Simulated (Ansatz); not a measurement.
```yaml
crystal:
  periodic: [false, false, false]
  atoms:
    - {symbol: B, position_ang: [-0.812609, 0.565910, 0.828663]}
    - {symbol: C, position_ang: [-0.623448, -0.746362, 1.875298]}
    - {symbol: C, position_ang: [0.131653, -0.879693, 0.701468]}
    - {symbol: C, position_ang: [0.382498, -0.284336, -0.359156]}
    - {symbol: Si, position_ang: [1.043362, 0.185723, -1.999350]}
    - {symbol: H, position_ang: [-0.254591, 1.551667, 1.210668]}
    - {symbol: H, position_ang: [-1.874307, 0.575347, 0.279370]}
    - {symbol: H, position_ang: [-1.479995, -1.403765, 1.983595]}
    - {symbol: H, position_ang: [-0.074149, -0.556664, 2.791736]}
    - {symbol: H, position_ang: [1.781871, 1.462570, -1.859240]}
    - {symbol: H, position_ang: [1.951359, -0.881247, -2.486391]}
    - {symbol: H, position_ang: [-0.094745, 0.355653, -2.932662]}
basis:
  gaussian: {orbitals: aug-pcseg-2}
hamiltonian: {xc: {name: HF}}
correlation: {method: mp2, frozen_orbitals: {B: 0}}
scf: {lower_state_search: off}
output: {forces: true}
```

```sh
$ ansatz run in.yaml --threads 4 --pin off --events-out ev --progress --plain --max-ram 10444MiB
```

Shortened log:

```
Functional definition: HF
Error: "frozen_orbitals" has no count for C
```

What is wrong with this run?

Frozen orbitals are typed for one element alone, and the program wants a count for each. The program refused the input.
